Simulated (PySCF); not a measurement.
A structure optimised at TPSSh-D3(BJ)/def2-SVP, used in a PySCF frequency run:

```
C
C 1 1.3410
F 2 1.3302 1 121.77
H 2 1.0913 3 114.71 1 180.00
Cl 1 1.7216 2 122.13 4 180.00
Br 1 1.8857 2 120.24 4 0.00
```
Charge 0, spin multiplicity 1.

Problem. Write its SMILES, formula and point group.

Solution. F/C=C(\Cl)Br, C2HBrClF, Cs

Problem. What are its rotational constants (standard atomic weights)?

Solution. 3.9266, 1.4336, 1.0502 GHz
